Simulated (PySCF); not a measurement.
F3HOTi, multiplicity 1. Atoms are numbered in the order given.

```xyz
6

Ti     0.0000     0.0000    -0.0087
F      1.4132    -0.8159    -0.6027
F      0.0000     1.6318    -0.6027
F     -1.4132    -0.8159    -0.6027
O      0.0000     0.0000     1.7227
H      0.0000     0.0000     2.6823
```

Geometry: PBE0-D3(BJ)/def2-SVP. The geometry has at least one imaginary mode, so it is a saddle point at that level. The multiplicity is an assumed one; no other spin state was optimised. The structure was generated by enumeration; whether it is a known compound was not checked. The values are those of a single conformer.

Method: TDA-PBE/def2-SVPD run with PySCF.

Vertical excitations; the highest root listed may be one member of a degenerate set. Gas-phase values at a fixed geometry. State labels are in the subgroup Cs.

Computed excitation energies, oscillator strengths and character:
| state | symmetry | energy (eV) | λ (nm) | f | main pairs |
|---|---|---|---|---|---|
| S1 | A" | 5.63 | 220 | 0.000 | HOMO→LUMO 50 %, HOMO−1→LUMO+1 50 % |
| S2 | A' | 5.74 | 216 | 0.002 | HOMO→LUMO+1, HOMO−1→LUMO (degenerate set) |
| S3 | A" | 5.74 | 216 | 0.002 | HOMO−1→LUMO+1, HOMO→LUMO (degenerate set) |
| S4 | A' | 6.19 | 200 | 0.030 | HOMO−1→LUMO 34 %, HOMO→LUMO+1 34 %, HOMO→LUMO+3 14 %, HOMO−1→LUMO+4 14 % |
| S5 | A' | 6.65 | 186 | 0.000 | HOMO→LUMO+2, HOMO−2→LUMO (degenerate set) |
| S6 | A" | 6.65 | 186 | 0.000 | HOMO−1→LUMO+2, HOMO−2→LUMO+1 (degenerate set) |
| S7 | A' | 6.73 | 184 | 0.004 | HOMO−2→LUMO, HOMO→LUMO+2, HOMO−3→LUMO, HOMO−4→LUMO+1 (degenerate set) |
| S8 | A" | 6.73 | 184 | 0.004 | HOMO−2→LUMO+1, HOMO−1→LUMO+2, HOMO−3→LUMO+1, HOMO−4→LUMO (degenerate set) |
| S9 | A" | 6.93 | 179 | 0.000 | HOMO−1→LUMO+3 33 %, HOMO→LUMO+4 33 %, HOMO−3→LUMO+1 17 %, HOMO−4→LUMO 17 % |
| S10 | A" | 6.95 | 178 | 0.000 | HOMO−3→LUMO+1 33 %, HOMO−4→LUMO 33 %, HOMO−1→LUMO+3 17 %, HOMO→LUMO+4 17 % |
| T1 | A' | 5.31 | 233 | 0 | HOMO−1→LUMO 49 %, HOMO→LUMO+1 48 % |
| T2 | A" | 5.44 | 228 | 0 | HOMO→LUMO, HOMO−1→LUMO+1 (degenerate set) |
| T3 | A' | 5.44 | 228 | 0 | HOMO→LUMO+1, HOMO−1→LUMO (degenerate set) |
| T4 | A" | 5.59 | 222 | 0 | HOMO−1→LUMO+1 50 %, HOMO→LUMO 50 % |
Triplets are in the Tamm–Dancoff approximation.
